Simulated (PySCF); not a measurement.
C2H6BI, SMILES B(C)(I)C.

The structure is a stationary point at PBE-D3(BJ)/def2-SVP. The def2 effective core potentials stand for the cores of I; spin–orbit coupling is left out.

Level of theory: PBE-D3(BJ)/def2-SVP run with PySCF 2.14.0.

Frequencies are harmonic and unscaled.

Computed harmonic wavenumbers and intensities:
```csv
mode,ν (cm⁻¹),IR (km/mol),moving atoms (share of kinetic energy)
1,67,0.4,H 97 %
2,111,0.4,H 97 %
3,242,0.2,"C 52 %, H 28 %, B 15 %"
4,253,0.3,"C 51 %, H 33 %, I 16 %"
5,331,1.6,"B 51 %, H 47 %"
6,442,23.1,"C 34 %, B 32 %, H 27 %"
7,644,7.5,"H 80 %, C 17 %"
8,798,0.9,"H 76 %, C 22 %"
9,807,14.3,"H 47 %, C 41 %, B 11 %"
10,833,20.2,"H 47 %, B 32 %, C 22 %"
11,1013,234.3,"B 45 %, H 37 %, C 18 %"
12,1131,19.6,"H 48 %, B 47 %"
13,1253,34.0,"H 75 %, C 24 %"
14,1286,132.7,"H 48 %, C 33 %, B 19 %"
15,1359,2.6,H 96 %
16,1359,0.2,H 96 %
17,1384,0.2,H 93 %
18,1389,13.2,H 91 %
19,2949,1.2,H 96 %
20,2951,0.4,H 96 %
21,3028,12.5,"H 92 %, C 8 %"
22,3029,5.5,"H 92 %, C 8 %"
23,3089,2.7,"H 91 %, C 9 %"
24,3090,4.8,"H 91 %, C 9 %"
```
